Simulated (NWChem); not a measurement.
## Correlation energy of CCl2

```
C
Cl 1 1.7189
Cl 1 1.7189 2 109.33
```
Charge 0, spin multiplicity 1.

Program: NWChem. Structure: optimised with PBE0/def2-SVP, a minimum by its harmonic frequencies.

Basis set: STO-3G. Each correlation energy counts from its own Hartree-Fock reference.

The correlated methods keep 11 core orbitals frozen. The structure started from a generated list of species. No row is a measurement; the coupled-cluster row has its own basis-set and correlation limits.

```json
[
 {"method": "MP2", "correlation energy (mHa)": "-65.1"},
 {"method": "SCS-MP2", "correlation energy (mHa)": "?"},
 {"method": "CCSD", "correlation energy (mHa)": "-85.0"},
 {"method": "CCSD+T(CCSD)", "correlation energy (mHa)": "-89.9"},
 {"method": "CCSD(T)", "correlation energy (mHa)": "?"},
 {"method": "CR-CCSD[T]", "correlation energy (mHa)": "?"},
 {"method": "CR-CCSD(T)", "correlation energy (mHa)": "?"},
 {"method": "CCSDT", "correlation energy (mHa)": "-90.0"}
]
```

### Question
Some entries are withheld; supply them.

### Answer

- SCS-MP2, correlation energy (mHa): -67.7
- CCSD(T), correlation energy (mHa): -89.0
- CR-CCSD[T], correlation energy (mHa): -89.5
- CR-CCSD(T), correlation energy (mHa): -88.6
